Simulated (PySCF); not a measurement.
**Levels of Co²²⁺ from EOM-EA-GCCSD**

Reference: closed-shell Co²³⁺, [He] 2s2; one electron is added. Calculated with PySCF 2.14, two-component X2C-1e with screened spin-orbit coupling, an even-tempered Gaussian basis (17 s from 1.5 bohr⁻², ratio 2.6; 12 p from 2 bohr⁻², ratio 2.6; 7 d from 2 bohr⁻², ratio 2.8; 4 f from 42 bohr⁻², ratio 2.8); frozen nothing; the 34 highest virtual spinors dropped; of the others 50 kept and the rest restored at second order. No Breit or QED terms. Binding energies in eV.

| level | Koopmans | second order | EOM-CCSD |
| --- | --- | --- | --- |
| 2p1/2 | 1963.2 | 1963.8 | 1962.3 |
| 2p3/2 | 1945.2 | 1945.8 | 1944.9 |

For comparison, the ionisation energy of Co²²⁺ is 1960.8 ± 0.8 eV (semi-empirical (NIST evaluation); NIST Atomic Spectra Database, ionization energies).

Only part of the computed levels is shown.
